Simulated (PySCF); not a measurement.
C3H7O (SMILES CC(C)[O-]), charge -1, singlet, geometry from GFN2-xTB (in this run its highest filled SCF level lies above zero, so its values depend strongly on the basis, on diffuse functions most of all); PySCF with CCSD(T)/STO-3G.

Here is a job for PySCF.
```python
from pyscf import gto, scf, cc

mol = gto.Mole()
mol.atom = '''
    O     0.088997    1.430884   -0.081187
    C     0.013438    0.200251    0.328992
    H     0.010017    0.091697    1.487979
    C    -1.296849   -0.566139   -0.115409
    C     1.215780   -0.722829   -0.122668
    H    -1.330104   -0.626892   -1.202977
    H     1.234970   -0.786853   -1.210386
    H    -2.169563   -0.008754    0.222425
    H     2.152911   -0.278309    0.209939
    H    -1.336527   -1.575855    0.302077
    H     1.132107   -1.729802    0.294946
'''
mol.basis = 'sto-3g'
mol.charge = -1
mol.spin = 0
mol.verbose = 4
mol.build()

mf = scf.RHF(mol)
mf.kernel()

mycc = cc.CCSD(mf)
mycc.kernel()
et = mycc.ccsd_t()
print('E(CCSD(T)) = %.10f' % (mycc.e_tot + et))
```

What the program printed (banner, timings and long lists left out):

```
PySCF version 2.14.0

[INPUT] verbose = 4
[INPUT] num. atoms = 11
[INPUT] num. electrons = 34
[INPUT] charge = -1
[INPUT] spin (= nelec alpha-beta = 2S) = 0
[INPUT] symmetry False subgroup None
[INPUT] Mole.unit = angstrom
[INPUT] Symbol           X                Y                Z      unit          X                Y                Z       unit  Magmom
[INPUT]  1 O      0.088997000000   1.430884000000  -0.081187000000 AA    0.168179955908   2.703978876022  -0.153421194875 Bohr   0.0
[INPUT]  2 C      0.013438000000   0.200251000000   0.328992000000 AA    0.025394139662   0.378419546170   0.621704777173 Bohr   0.0
[INPUT]  3 H      0.010017000000   0.091697000000   1.487979000000 AA    0.018929386590   0.173282216444   2.811872789104 Bohr   0.0
[INPUT]  4 C     -1.296849000000  -0.566139000000  -0.115409000000 AA   -2.450689434916  -1.069847658435  -0.218091402310 Bohr   0.0
[INPUT]  5 C      1.215780000000  -0.722829000000  -0.122668000000 AA    2.297491227724  -1.365948844893  -0.231808924248 Bohr   0.0
[INPUT]  6 H     -1.330104000000  -0.626892000000  -1.202977000000 AA   -2.513532277188  -1.184654189681  -2.273297064151 Bohr   0.0
[INPUT]  7 H      1.234970000000  -0.786853000000  -1.210386000000 AA    2.333755072054  -1.486936670292  -2.287298045008 Bohr   0.0
[INPUT]  8 H     -2.169563000000  -0.008754000000   0.222425000000 AA   -4.099879879990  -0.016542662494   0.420322333256 Bohr   0.0
[INPUT]  9 H      2.152911000000  -0.278309000000   0.209939000000 AA    4.068412160563  -0.525927788002   0.396727212865 Bohr   0.0
[INPUT] 10 H     -1.336527000000  -1.575855000000   0.302077000000 AA   -2.525669988087  -2.977934362026   0.570842798530 Bohr   0.0
[INPUT] 11 H      1.132107000000  -1.729802000000   0.294946000000 AA    2.139372173703  -3.268852029725   0.557367161536 Bohr   0.0

nuclear repulsion = 125.540165071696
number of shells = 19
number of NR pGTOs = 81
number of NR cGTOs = 27
basis = sto-3g
ecp = {}

******** <class 'pyscf.scf.hf.RHF'> ********
method = RHF
initial guess = minao
damping factor = 0
level_shift factor = 0
DIIS = <class 'pyscf.scf.diis.CDIIS'>
diis_start_cycle = 1
diis_space = 8
diis_damp = 0
SCF conv_tol = 1e-09
SCF conv_tol_grad = None
SCF max_cycles = 50
direct_scf = True
direct_scf_tol = 1e-13
Set gradient conv threshold to 3.16228e-05
Initial guess from minao.
init E= -190.375423599801
  HOMO = -0.230401522527639  LUMO = 0.485003845170343  gap/eV = 19.46717
cycle= 1 E= -189.727625204414  delta_E= 0.648  |g|= 0.599  |ddm|= 3.83
  HOMO = 0.3235052375683  LUMO = 0.842014281290555  gap/eV = 14.10935
cycle= 2 E= -189.862689171357  delta_E= -0.135  |g|= 0.206  |ddm|= 1.32
  HOMO = 0.145307150078261  LUMO = 0.876149682058934  gap/eV = 19.88724
cycle= 3 E= -189.876940651053  delta_E= -0.0143  |g|= 0.0541  |ddm|= 0.369
  HOMO = 0.125746475152319  LUMO = 0.862389541188905  gap/eV = 20.04508
cycle= 4 E= -189.878169958354  delta_E= -0.00123  |g|= 0.0133  |ddm|= 0.0943
  HOMO = 0.129443832401356  LUMO = 0.864670608844784  gap/eV = 20.00654
cycle= 5 E= -189.878299840579  delta_E= -0.00013  |g|= 0.00286  |ddm|= 0.0417
  HOMO = 0.129506732684975  LUMO = 0.864472674244807  gap/eV = 19.99944
cycle= 6 E= -189.878305902344  delta_E= -6.06e-06  |g|= 0.000287  |ddm|= 0.0103
  HOMO = 0.12940485238041  LUMO = 0.864519219989806  gap/eV = 20.00348
cycle= 7 E= -189.878305945106  delta_E= -4.28e-08  |g|= 6.81e-05  |ddm|= 0.00068
  HOMO = 0.129432643254591  LUMO = 0.864517414284949  gap/eV = 20.00268
cycle= 8 E= -189.87830594742  delta_E= -2.31e-09  |g|= 9.96e-06  |ddm|= 0.000154
  HOMO = 0.12943892760614  LUMO = 0.864517631437809  gap/eV = 20.00251
cycle= 9 E= -189.878305947495  delta_E= -7.54e-11  |g|= 1.63e-06  |ddm|= 3.6e-05
  HOMO = 0.129438918762011  LUMO = 0.864517654117964  gap/eV = 20.00251
Extra cycle  E= -189.878305947498  delta_E= -2.39e-12  |g|= 6.94e-07  |ddm|= 3.72e-06
converged SCF energy = -189.878305947498

******** <class 'pyscf.cc.ccsd.CCSD'> ********
CC2 = 0
CCSD nocc = 17, nmo = 27
max_cycle = 50
direct = 0
conv_tol = 1e-07
conv_tol_normt = 1e-05
diis_space = 6
diis_start_cycle = 0
diis_start_energy_diff = 1e+09
Init t2, MP2 energy = -190.067949265195  E_corr(MP2) -0.189643317697278
Init E_corr(CCSD) = -0.189643317697507
cycle = 1  E_corr(CCSD) = -0.223528847692716  dE = -0.03388553  norm(t1,t2) = 0.0695174
cycle = 2  E_corr(CCSD) = -0.238053029359886  dE = -0.0145241817  norm(t1,t2) = 0.0226142
cycle = 3  E_corr(CCSD) = -0.241471883212691  dE = -0.00341885385  norm(t1,t2) = 0.0121374
cycle = 4  E_corr(CCSD) = -0.245018916951269  dE = -0.00354703374  norm(t1,t2) = 0.00479958
cycle = 5  E_corr(CCSD) = -0.244886155837669  dE = 0.000132761114  norm(t1,t2) = 0.00113843
cycle = 6  E_corr(CCSD) = -0.244859059783859  dE = 2.70960538e-05  norm(t1,t2) = 0.000385787
cycle = 7  E_corr(CCSD) = -0.244849945524569  dE = 9.11425929e-06  norm(t1,t2) = 9.30014e-05
cycle = 8  E_corr(CCSD) = -0.244846722371166  dE = 3.2231534e-06  norm(t1,t2) = 3.13181e-05
cycle = 9  E_corr(CCSD) = -0.244846002894771  dE = 7.19476395e-07  norm(t1,t2) = 1.15576e-05
cycle = 10  E_corr(CCSD) = -0.244846157722373  dE = -1.54827602e-07  norm(t1,t2) = 2.90429e-06
cycle = 11  E_corr(CCSD) = -0.244846085656479  dE = 7.20658941e-08  norm(t1,t2) = 9.58148e-07
CCSD converged
E(CCSD) = -190.1231520331544  E_corr = -0.2448460856564787
CCSD(T) correction = -0.005081222126946
E(CCSD(T)) = -190.1282332553
```
